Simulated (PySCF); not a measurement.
# Working out the ionisation energy of Re

Re [Xe] 4f14 5d5 6s2 (6S) → Re⁺ [Xe] 4f14 5d5 6s1 (7S). Calculation: PySCF 2.14, in aug-cc-pVQZ-PP with ECP60MDF; scalar relativity through the core potential. Frozen: 5s2 5p6. Energies in hartree (1 hartree = 27.21139 eV):

```tsv
part	Re (lower)	Re⁺ (upper)
UHF	-77.838421	-77.620759
MP2 opposite-spin	-0.055448	0.000000
MP2 same-spin	-0.080317	-0.080863
```

Q: What does Hartree-Fock give?

A: (-77.620759) − (-77.838421) = 0.217662 hartree = 5.923 eV.

Q: What do MP2 and SCS-MP2 (6/5 opposite-spin, 1/3 same-spin) give?

A: The opposite-spin parts differ by 1.509 eV and the same-spin parts by -0.015 eV. MP2: 5.923 + (1.509) + (-0.015) = 7.417 eV. SCS-MP2: 5.923 + 1.2 × (1.509) + (-0.015)/3 = 7.729 eV.

Measured between the centres of the two terms (NIST): 7.834 eV, so MP2 (valence) is off by -0.417 eV.

What remains against the reference includes basis incompleteness, the frozen core and correlation beyond second order.
